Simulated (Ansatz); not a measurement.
Input for Ansatz (a program for electronic structure): U-CCSD(T)/cc-pV(T+d)Z on FH3Si (SMILES F[SiH3]), a point of a bond scan (R = 1.927 Å). Files ending in .json are basis or fitting sets from the Basis Set Exchange.

Ansatz 0.2 input:
```yaml
crystal:
  periodic: [false, false, false]
  atoms:
    - {symbol: F, position_ang: [1.40766742, -0.02208836, -0.21975515]}
    - {symbol: Si, position_ang: [-0.49646928, 0.00779033, 0.07750530]}
    - {symbol: H, position_ang: [-0.94494949, 1.41511357, 0.06667951]}
    - {symbol: H, position_ang: [-0.77052837, -0.61593767, 1.38810265]}
    - {symbol: H, position_ang: [-1.14675391, -0.75426329, -1.00795064]}
basis:
  gaussian:
    orbitals: cc-pV_T+d_Z.json
correlation: {method: ccsd_t, electrons: outside_noble_gas}
scf: {omitted_lower_state_checks: [cluster_reference]}
magnetization: {spin_polarized: true, initial_magnetization: 0}
```

Output:

```
WARN ansatz: RAYON_NUM_THREADS=2 ignored (pool sized by the plan → 2); use --threads N
Functional definition: HF
these checks for a lower state are left out or cut short: cluster_reference
integrals: 0.24 GiB planned
648 factors; integrals over basis functions are off by at most 1.1e-3 eV
mean field: 0.24 GiB planned
mean field evaluation 1: about -10615.3959 eV, gradient 2.2e1 eV
mean field evaluation 2: about -10615.3982 eV, gradient 2.2e1 eV
mean field evaluation 4: about -10617.3993 eV, gradient 1.4e0 eV
mean field evaluation 8: about -10617.4212 eV, gradient 9.5e-5 eV
mean field -10617.42116256 eV, -390.1830309776 hartree, gradient 4.6e-6 eV, S^2 0.000000; 0 other end points of the search recorded, 0 dependent functions left out
6 core orbitals not correlated
reference -10617.42116256 eV, -390.1830309776 hartree; 7, 7 occupied and 98, 98 virtual orbitals, 648 factors
second order -10.68570604 eV of doubles, -0.00000000 eV of singles
coupled cluster: 0.61 GiB planned
cycle   1  -10.83251987 eV  change   -1.5e-1 eV  update   8.5e-2
cycle   2  -11.12656976 eV  change   -2.9e-1 eV  update   2.8e-2
cycle   3  -11.22283301 eV  change   -9.6e-2 eV  update   1.5e-2
cycle   4  -11.21586014 eV  change    7.0e-3 eV  update   3.1e-3
cycle   5  -11.21459094 eV  change    1.3e-3 eV  update   1.3e-3
cycle   6  -11.21499309 eV  change   -4.0e-4 eV  update   4.1e-4
cycle   7  -11.21485541 eV  change    1.4e-4 eV  update   1.4e-4
cycle   8  -11.21483247 eV  change    2.3e-5 eV  update   4.3e-5
cycle   9  -11.21485364 eV  change   -2.1e-5 eV  update   1.8e-5
cycle  10  -11.21485661 eV  change   -3.0e-6 eV  update   5.3e-6
perturbative correction -0.32547824 eV, -0.0119611047 hartree
Total energy: -10628.96149741 eV, -390.6071304610 hartree
Checks for a lower state left out: cluster_reference
```

The calculation finished and met its thresholds.

Cost: around 9 core-seconds (rough).
